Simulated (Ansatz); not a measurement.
Molecule: C2H3BCl, charge 0, multiplicity 2. It need not be the lowest isomer of its formula. SMILES: C(=C)[B]Cl
Geometry from a B3LYP-D3(BJ)/def2-TZVP (Ansatz, a first-principles code) optimisation:
```xyz
7

C     -2.3923     0.3289     0.3464
C     -1.1612     0.4581    -0.1630
B      0.0151    -0.3483     0.3819
Cl     1.6519    -0.2752    -0.1859
H     -3.2377     0.8946    -0.0298
H     -2.5893    -0.3550     1.1638
H     -1.0093     1.1579    -0.9846
```
Charge 0, spin multiplicity 2.

Atomisation energy built up term by term with Ansatz (kcal/mol; UHF references for open shells; valence terms freeze the core; atomic spin-orbit terms are left out). Basis-set limits of correlation are two-point, X^-3; Hartree-Fock from the larger set.

| term | basis | kcal/mol |
|---|---|---|
| Hartree-Fock | aug-cc-pV(Q+d)Z | 494.35 |
| CCSD correlation | CBS(aug-cc-pV(T+d)Z,aug-cc-pV(Q+d)Z) | 136.84 |
| (T) | CBS(aug-cc-pV(T+d)Z,aug-cc-pV(Q+d)Z) | 12.37 |
| core correlation | cc-pwCVTZ | 3.36 |
| scalar relativity (X2C) | cc-pVTZ-DK against cc-pVTZ | -0.60 |
| sum: De |  | 646.3 |

(T) makes 1.9 % of the CCSD(T) atomisation energy; under 5 % is typical of single-reference molecules.
